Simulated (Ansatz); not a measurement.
Consider the isomerisation: `COC1(O)BC1` → `CBOC(C)=O`.

Computed with Ansatz on PBE0-D4/def2-TZVP structures; ΔE is electronic, products minus reactants. CCSD(T)/CBS adds triple-zeta CCSD(T) − MP2 to the extrapolated MP2 energy (def2 sets, frozen cores). Functionals use def2-TZVPP. B3LYP here is the variant with VWN-RPA as its local correlation; programs differ in this. One conformer a species, not always the lowest.

```tsv
level	ΔE (eV)	difference from CCSD(T)/CBS
PBE-D4	-3.95	0.14
r2SCAN-D4	-4.09	0.00
PBE0-D4	-3.97	0.12
B3LYP-D4	-4.15	-0.06
B2PLYP	-4.22	-0.13
PBE	-3.97	0.12
r2SCAN	-4.10	-0.01
B3LYP	-4.19	-0.10
HF/def2-TZVPP	-4.44	-0.35
HF/CBS(def2)	-4.45	-0.36
CCSD(T)/CBS	-4.09	0
```

Largest T1 diagnostic among the species: 0.014.

In def2-TZVPP, CCSD(T) changes the Hartree–Fock value by +0.30 eV (the triples alone add +0.00 eV) and MP2 by +0.27 eV. The D4 term adds +0.04 eV with B3LYP and +0.02 eV with PBE0; it sums over pairs of atoms, weighted by their polarisabilities, and B3LYP, whose exchange is more repulsive, gets the larger term.
